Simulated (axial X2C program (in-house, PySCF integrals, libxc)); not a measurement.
# Worked dissociation energy of BeHf: PBE, scalar-relativistic

All values were computed with an in-house relativistic program for diatomic molecules. Spin-free means the one-electron spin-free X2C Hamiltonian. Basis: Hf dyall-cv3z [13s14p9d7f4g], Be dyall-cv3z [8s8p3d1f] (cores contracted in-house); Gaussian nuclei, density fitting, unrestricted open shells. Masses: Hf 179.947 u, Be 9.012 u.

Molecular state: M_S = 1, Λ = 0 (beyond evenly filled blocks: π+α, π-α).

- E(Hf) (2M_S = 2, M_L = 0): -15078.772399 hartree
- E(Be) (2M_S = 0, M_L = 0): -14.632557 hartree
- E(BeHf) at Re: -15093.447465 hartree
- ωe: 378.2 cm⁻¹

**Question.** Work out De and D0.

**Answer.** De = -15078.772399 + (-14.632557) − (-15093.447465) = 0.04251 hartree = 1.157 eV. The zero-point energy is ωe/2 = 189 cm⁻¹ = 0.023 eV, so D0 = 1.133 eV.

One determinant describes the state; a PBE0 search over occupations chose it and may have missed a lower one. Dissociation energies refer to the lowest single-determinant-based atoms at the same level and basis. PBE0 can misorder states that lie within some tenths of an eV, so this need not be the ground state of the molecule. The nearest other spin-free determinant of the search, M_S = 2, Λ = 0, lies 0.39 eV up at the distance of the search. The determinant is spin-polarised beyond a pure state at some levels (its spin-free form has ⟨S²⟩ too high), which makes Re and μ there less reliable.

Each atomic determinant is the lowest at this level and need not be a pure term. Totals compare only within one Hamiltonian and basis.
